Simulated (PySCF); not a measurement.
Mapped SMILES: `[SiH3:1][C@:2]1([CH:3]2[CH2:4][CH2:5]2)[CH:6]=[CH:7][O:8][SiH2:9]1`. Each H is labelled by its parent atom. Ha(C4), Ha(C5) are cis to C2 on the ring; Ha(Si9) is pro-R; Hb(Si9) is pro-S; Hb(C4), Hb(C5) are trans to C2 on the ring.

Level of theory: σ from GIAO-PBE0/pcSseg-1, structure optimised with GFN2-xTB, in PySCF 2.14.0 with density-fitted response routines (no relativistic terms, equivalent nuclei averaged, one computed conformer, isolated molecule).

References, each an isolated molecule treated in the same way: 13C against TMS.

**Question.** Do the 13C shifts follow the atomic charges (in e)? Tabulate both.

**Answer.** 
```json
{"atoms": "C7", "hybridisation": "sp2", "δ (ppm)": "153.0", "σ para (ppm)": "-217", "Hirshfeld": "+0.02", "IAO": "+0.04", "Mulliken": "+0.22", "ESP-fitted": "+0.20"}
{"atoms": "C6", "hybridisation": "sp2", "δ (ppm)": "117.7", "σ para (ppm)": "-188", "Hirshfeld": "-0.09", "IAO": "-0.24", "Mulliken": "-0.12", "ESP-fitted": "-0.64"}
{"atoms": "C2", "hybridisation": "sp3", "δ (ppm)": "30.5", "σ para (ppm)": "-96", "Hirshfeld": "-0.14", "IAO": "-0.48", "Mulliken": "-0.87", "ESP-fitted": "-0.01"}
{"atoms": "C3", "hybridisation": "sp3", "δ (ppm)": "16.9", "σ para (ppm)": "-77", "Hirshfeld": "-0.04", "IAO": "-0.12", "Mulliken": "-0.16", "ESP-fitted": "-0.03"}
{"atoms": "C4", "hybridisation": "sp3", "δ (ppm)": "8.7", "σ para (ppm)": "-76", "Hirshfeld": "-0.09", "IAO": "-0.30", "Mulliken": "-0.19", "ESP-fitted": "-0.33"}
{"atoms": "C5", "hybridisation": "sp3", "δ (ppm)": "6.0", "σ para (ppm)": "-73", "Hirshfeld": "-0.09", "IAO": "-0.29", "Mulliken": "-0.17", "ESP-fitted": "-0.32"}
```

Correlation coefficients of δ with charge over these carbons: Hirshfeld +0.59, IAO +0.61, Mulliken +0.53, ESP-fitted +0.13; with the paramagnetic shielding -1.00. Among the 4 sp3 carbons alone: Hirshfeld -0.51, IAO -0.54, Mulliken -0.90, ESP-fitted +0.88. With so few points, grouped by hybridisation, these coefficients are fragile. Charge is one influence among several: hybridisation and low-lying excitations act through the paramagnetic term.

Shifts are as computed. Against solution values, carbons near 30 ppm lie about +3 ppm off and those near 130 ppm about +5 ppm. Of 1211 compounds with measured shifts, 218 miss one by over three times the rms of a fit or turn the order of signals round; such compounds aren't used in these exercises.
